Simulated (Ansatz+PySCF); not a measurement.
doublet Ag: levels of theory in one basis

A single Ag atom.

Basis set: def2-SVP (spherical functions, with the set's core potentials past Kr). All electrons outside the core potentials are correlated. Correlation on ROHF uses semicanonical orbitals with singles. Charge 0, multiplicity 2.

Computed with Ansatz (development build ahead of 0.2.0); each method stands on the lowest determinant of its kind that the runs found.

| method | E − E(ROHF) (eV) | <S²> of the determinant |
| --- | --- | --- |
| ROHF | 0.00 | 0.75 |
| UHF | -0.01 | 0.75 |
| ROHF-MP2 | -8.66 | – |
| UHF-MP2 | -8.66 | 0.75 |
| ROHF-CCSD | -8.33 | – |

Task: What does ROHF-CCSD(T) give on the same scale?

Result: -8.55 eV.

Task: Is a single determinant a sound starting point here?

Result: By this sign, yes. Unrestricted orbitals gain 0.01 eV and <S²> is 0.75 against 0.75 for a pure state.
